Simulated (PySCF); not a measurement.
A structure optimised at PBE-D3(BJ)/def2-SVP, used in a PySCF frequency run:

```xyz
15

C      2.9646    -0.4700     0.0556
C      1.7611     0.1267     0.1376
Cl     1.1823     1.1428    -1.1861
Si     0.5182    -0.0230     1.5573
Si    -1.4545    -1.0323     0.7611
Si    -2.3169     0.0655    -1.1361
H      3.3158    -1.0997     0.8882
H      3.6226    -0.3509    -0.8201
H      1.1588    -0.8336     2.6538
H      0.2030     1.3555     2.0732
H     -1.1682    -2.4753     0.4292
H     -2.4796    -1.0044     1.8682
H     -2.3214     1.5542    -0.9226
H     -1.5026    -0.2692    -2.3534
H     -3.7359    -0.3884    -1.3658
```

**Question.** Write its SMILES and formula.

**Answer.** C=C(Cl)[SiH2][SiH2][SiH3], C2H9ClSi3

**Question.** What are its rotational constants (standard atomic weights)?

**Answer.** 1.8381, 0.97718, 0.70716 GHz
